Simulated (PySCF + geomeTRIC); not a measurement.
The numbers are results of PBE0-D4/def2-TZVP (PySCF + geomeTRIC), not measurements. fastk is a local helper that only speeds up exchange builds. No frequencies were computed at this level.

```python
import json, numpy as np
from pyscf import gto, dft
from fastk import lowrank_exchange
atoms = """
C      1.789712    -0.029443    -0.706465
S      0.400807     1.120209    -0.489479
Si    -1.157652    -0.276834    -0.005111
O     -2.516718     0.561439     0.233391
H      2.666261     0.568978    -0.930915
H      1.578018    -0.702667    -1.531185
H      1.945744    -0.589599     0.209955
H     -0.746084    -0.979658     1.204910
H     -1.403389    -1.151905    -1.138878
H     -2.507463     1.492968     0.438426
"""
def scf(charge, spin, dm0=None):
    mol = gto.M(atom=atoms, basis='def2-tzvp', ecp={}, charge=charge, spin=spin, verbose=3, max_memory=5040)
    mf = dft.KS(mol, xc='pbe0').density_fit(auxbasis="def2-universal-jkfit")
    mf.disp = 'd4'
    mf.grids.level = 3
    mf.conv_tol = 1e-8
    mf.max_cycle = 60
    mf.kernel(dm0)
    if not mf.converged:
        mf = mf.newton().run(mf.mo_coeff, mf.mo_occ).undo_soscf()
    return mf
mf = scf(0, 0)
from pyscf.geomopt.geometric_solver import kernel as optimize
path = []
done, mol = optimize(mf, maxsteps=80, assert_convergence=False, callback=lambda env: path.append((env["energy"], bool(env["g_scanner"].converged))))
res = dict(converged=bool(done and path[-1][1]), energy=path[-1][0], path=[e for e, c in path], xyz=mol.atom_coords(unit="Angstrom").tolist(), nao=mol.nao)
json.dump(res, open("result.json", "w"))
```

Output:

```
converged SCF energy = -804.373774060892
Geometry optimization cycle 1
converged SCF energy = -804.373774060231
cycle 1: E = -804.37377406  dE = -804.374  norm(grad) = 0.0338061
Geometry optimization cycle 2
converged SCF energy = -804.375736031605
cycle 2: E = -804.375736032  dE = -0.00196197  norm(grad) = 0.0101336
Geometry optimization cycle 3
converged SCF energy = -804.376103904199
cycle 3: E = -804.376103904  dE = -0.000367873  norm(grad) = 0.00372741
Geometry optimization cycle 4
converged SCF energy = -804.376322244208
cycle 4: E = -804.376322244  dE = -0.00021834  norm(grad) = 0.00490713
Geometry optimization cycle 5
converged SCF energy = -804.376665885795
cycle 5: E = -804.376665886  dE = -0.000343642  norm(grad) = 0.00931342
Geometry optimization cycle 6
converged SCF energy = -804.376972881936
cycle 6: E = -804.376972882  dE = -0.000306996  norm(grad) = 0.0102433
Geometry optimization cycle 7
converged SCF energy = -804.377324640441
cycle 7: E = -804.37732464  dE = -0.000351759  norm(grad) = 0.00584317
Geometry optimization cycle 8
converged SCF energy = -804.377463983356
cycle 8: E = -804.377463983  dE = -0.000139343  norm(grad) = 0.00195502
Geometry optimization cycle 9
converged SCF energy = -804.377479394779
cycle 9: E = -804.377479395  dE = -1.54114e-05  norm(grad) = 0.0010589
Geometry optimization cycle 10
converged SCF energy = -804.377489711514
cycle 10: E = -804.377489712  dE = -1.03167e-05  norm(grad) = 0.000484667
Geometry optimization cycle 11
converged SCF energy = -804.377494345981
cycle 11: E = -804.377494346  dE = -4.63447e-06  norm(grad) = 0.000684615
Geometry optimization cycle 12
converged SCF energy = -804.377503917384
cycle 12: E = -804.377503917  dE = -9.5714e-06  norm(grad) = 0.000968862
Geometry optimization cycle 13
converged SCF energy = -804.377510111214
cycle 13: E = -804.377510111  dE = -6.19383e-06  norm(grad) = 0.000782082
Geometry optimization cycle 14
converged SCF energy = -804.377512898498
cycle 14: E = -804.377512898  dE = -2.78728e-06  norm(grad) = 0.000310702
Geometry optimization cycle 15
converged SCF energy = -804.377513427255
cycle 15: E = -804.377513427  dE = -5.28756e-07  norm(grad) = 0.000105489
Geometry optimization cycle 16
converged SCF energy = -804.37751353834
cycle 16: E = -804.377513538  dE = -1.11085e-07  norm(grad) = 0.000124294
<class 'geometric.internal.Distance'> : 9
<class 'geometric.internal.Angle'> : 14
<class 'geometric.internal.Dihedral'> : 9
<class 'geometric.internal.TranslationX'> : 1
<class 'geometric.internal.TranslationY'> : 1
<class 'geometric.internal.TranslationZ'> : 1
<class 'geometric.internal.RotationA'> : 1
<class 'geometric.internal.RotationB'> : 1
<class 'geometric.internal.RotationC'> : 1
Step    0 : Gradient = 1.069e-02/2.173e-02 (rms/max) Energy = -804.3737740602
Step    1 : Displace = 3.124e-02/4.314e-02 (rms/max) Trust = 1.000e-01 (=) Grad = 3.205e-03/7.154e-03 (rms/max) E (change) = -804.3757360316 (-1.962e-03) Quality = 1.183
Step    2 : Displace = 2.998e-02/4.456e-02 (rms/max) Trust = 1.414e-01 (+) Grad = 1.179e-03/2.411e-03 (rms/max) E (change) = -804.3761039042 (-3.679e-04) Quality = 1.354
Step    3 : Displace = 3.931e-02/5.868e-02 (rms/max) Trust = 2.000e-01 (+) Grad = 1.552e-03/3.175e-03 (rms/max) E (change) = -804.3763222442 (-2.183e-04) Quality = 1.551
Step    4 : Displace = 8.881e-02/1.368e-01 (rms/max) Trust = 2.828e-01 (+) Grad = 2.945e-03/6.843e-03 (rms/max) E (change) = -804.3766658858 (-3.436e-04) Quality = 1.433
Step    5 : Displace = 9.313e-02/1.436e-01 (rms/max) Trust = 3.000e-01 (+) Grad = 3.239e-03/7.087e-03 (rms/max) E (change) = -804.3769728819 (-3.070e-04) Quality = 1.306
Step    6 : Displace = 5.434e-02/8.809e-02 (rms/max) Trust = 3.000e-01 (=) Grad = 1.848e-03/4.006e-03 (rms/max) E (change) = -804.3773246404 (-3.518e-04) Quality = 1.381
Step    7 : Displace = 2.195e-02/3.317e-02 (rms/max) Trust = 3.000e-01 (=) Grad = 6.182e-04/1.195e-03 (rms/max) E (change) = -804.3774639834 (-1.393e-04) Quality = 1.055
Step    8 : Displace = 1.066e-02/1.867e-02 (rms/max) Trust = 3.000e-01 (=) Grad = 3.349e-04/6.956e-04 (rms/max) E (change) = -804.3774793948 (-1.541e-05) Quality = 1.424
Step    9 : Displace = 8.327e-03/1.409e-02 (rms/max) Trust = 3.000e-01 (=) Grad = 1.533e-04/2.721e-04 (rms/max) E (change) = -804.3774897115 (-1.032e-05) Quality = 1.192
Step   10 : Displace = 6.845e-03/1.075e-02 (rms/max) Trust = 3.000e-01 (=) Grad = 2.165e-04/3.704e-04 (rms/max) E (change) = -804.3774943460 (-4.634e-06) Quality = 1.531
Step   11 : Displace = 1.900e-02/3.062e-02 (rms/max) Trust = 3.000e-01 (=) Grad = 3.064e-04/5.739e-04 (rms/max) E (change) = -804.3775039174 (-9.571e-06) Quality = 1.303
Step   12 : Displace = 1.687e-02/2.706e-02 (rms/max) Trust = 3.000e-01 (=) Grad = 2.473e-04/4.989e-04 (rms/max) E (change) = -804.3775101112 (-6.194e-06) Quality = 1.281
Step   13 : Displace = 1.027e-02/1.689e-02 (rms/max) Trust = 3.000e-01 (=) Grad = 9.825e-05/2.038e-04 (rms/max) E (change) = -804.3775128985 (-2.787e-06) Quality = 1.075
Step   14 : Displace = 1.914e-03/3.425e-03 (rms/max) Trust = 3.000e-01 (=) Grad = 3.336e-05/5.861e-05 (rms/max) E (change) = -804.3775134273 (-5.288e-07) Quality = 0.971
Step   15 : Displace = 1.093e-03/1.795e-03 (rms/max) Trust = 3.000e-01 (=) Grad = 3.931e-05/8.139e-05 (rms/max) E (change) = -804.3775135383 (-1.111e-07) Quality = 0.526
Converged! =D
```

Cost: roughly 5 core-minutes.
